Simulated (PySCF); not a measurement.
# Core-level binding energies of n-GeGeGeSiH10

Compound: n-GeGeGeSiH10.
Z-matrix (Å and degrees, PBE0-D3(BJ)/def2-SVP geometry), rows numbered from 1:
```
Ge
Ge  1  2.4227
Ge  2  2.4270  1  109.26
Si  3  2.3831  2  109.38  1    62.53
H   1  1.5403  2  109.74  3    53.80
H   1  1.5401  2  111.48  3   174.28
H   1  1.5406  2  109.71  3   -65.25
H   2  1.5425  1  110.08  3  -121.68
H   2  1.5426  1  109.75  3   119.62
H   3  1.5428  2  109.05  1   -57.75
H   3  1.5428  2  110.64  1  -176.26
H   4  1.4955  3  109.52  2   -62.30
H   4  1.4948  3  111.29  2   177.36
H   4  1.4957  3  109.42  2    56.76
```

Level of theory: delta-SCF UKS SCAN, pcX-2 on the ionised atom, pcseg-1 elsewhere, spin-free X2C (PySCF 2.14.0). Vertical ΔSCF values, vacuum level as zero.

**Question.** List the computed XPS lines with their assignment.

**Answer.** 
```tsv
atom(s)	environment	level	binding energy (eV)	2p1/2 (eV)	count
Si4	silicon bonded to Ge and 3 H	Si 2p3/2	106.50	107.12	1
Si4	silicon bonded to Ge and 3 H	Si 1s	1846.23	–	1
```

**Question.** Give the binding energy of Si 1s of Si4 in hartree and in kJ/mol.

**Answer.** 1846.23 eV = 67.8477 Eh = 178134 kJ/mol.

Spin–orbit and ligand-field terms were added within each 2p shell after the spin-free SCF. 2p1/2 minus 2p3/2 (ligand field included): Si 0.62 eV. No level of germanium is listed. One conformer (not necessarily the lowest) at the PBE0-D3(BJ)/def2-SVP geometry, without solvent, vibrations or thermal averaging.
